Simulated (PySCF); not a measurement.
## UHF on Pb⁻ (lead, charge -1)

Configuration: [Xe] 4f14 5d10 6s2 6p3, high-spin 4S determinant. Computed with PySCF 2.14 in aug-cc-pwCVTZ-DK3 (11s10p8d5f1g, 125 functions), with the spin-free X2C one-electron Hamiltonian (Gaussian nucleus).

| Quantity | Value |
| --- | --- |
| Total energy | -20877.963041 hartree |
| One-electron energy | -28590.7706 hartree |
| Hartree (Coulomb) energy | 8102.7405 hartree |
| Exchange energy | -389.9329 hartree |
| ⟨S²⟩ | 3.7602 |
| ⟨L²⟩ | 0.000 |
| Sum of ⟨r⟩ | 54.39 bohr |
| Sum of ⟨r²⟩ | 102.8 bohr² |
| Langevin diamagnetic susceptibility | -81.4 ×10⁻⁶ cm³/mol |

| shell | electrons | mean orbital energy (hartree) | rms radius, mean of both spins (bohr) |
| --- | --- | --- | --- |
| 1s α | 1 | -3250.59195 | 0.0181 |
| 1s β | 1 | -3250.59076 | 0.0181 |
| 2s β | 1 | -587.03077 | 0.0730 |
| 2s α | 1 | -587.03034 | 0.0730 |
| 2p α | 3 | -506.09186 | 0.0673 |
| 2p β | 3 | -506.09118 | 0.0673 |
| 3s α | 1 | -143.41911 | 0.186 |
| 3s β | 1 | -143.41844 | 0.186 |
| 3p α | 3 | -119.72979 | 0.189 |
| 3p β | 3 | -119.72815 | 0.189 |
| 3d α | 5 | -94.26457 | 0.173 |
| 3d β | 5 | -94.26449 | 0.173 |
| 4s α | 1 | -33.74166 | 0.408 |
| 4s β | 1 | -33.74016 | 0.408 |
| 4p α | 3 | -25.80744 | 0.435 |
| 4p β | 3 | -25.80483 | 0.435 |
| 4d α | 5 | -16.18144 | 0.462 |
| 4d β | 5 | -16.18102 | 0.462 |
| 5s α | 1 | -5.91637 | 0.915 |
| 5s β | 1 | -5.91259 | 0.915 |
| 4f α | 7 | -5.60651 | 0.494 |
| 4f β | 7 | -5.60593 | 0.494 |
| 5p α | 3 | -3.61721 | 1.04 |
| 5p β | 3 | -3.61402 | 1.04 |
| 5d α | 5 | -0.85343 | 1.40 |
| 5d β | 5 | -0.84650 | 1.40 |
| 6s α | 1 | -0.42651 | 2.65 |
| 6s β | 1 | -0.27837 | 2.65 |
| 6p α | 3 | -0.05358 | 4.22 |

Spin-orbit coupling, which splits the p, d and f shells strongly at this Z, is absent. Spin-orbit coupling is strong in this species (close to jj coupling), so the high-spin LS determinant is a model state, not a physical level.

Densities and radii are taken from the X2C orbitals without a picture-change correction, which distorts them close to the nucleus.

Spin-orbit constants ζ (cm⁻¹) from the X2C one-electron operator on these orbitals: bare nucleus, nucleus screened by l(l+1)(2l+1)/3 electrons, and screened by the Breit-Pauli mean field of the electrons.

| shell | bare | screened nucleus | mean field |
| --- | --- | --- | --- |
| 2p | 10860000 | 10600000 | n/a |
| 3p | 2450000 | 2390000 | n/a |
| 3d | 375900 | 330100 | n/a |
| 4p | 595500 | 580900 | n/a |
| 4d | 81640 | 71680 | n/a |
| 4f | 17250 | 11360 | n/a |
| 5p | 104300 | 101800 | n/a |
| 5d | 9180 | 8060 | n/a |
| 6p | 4954 | 4833 | n/a |
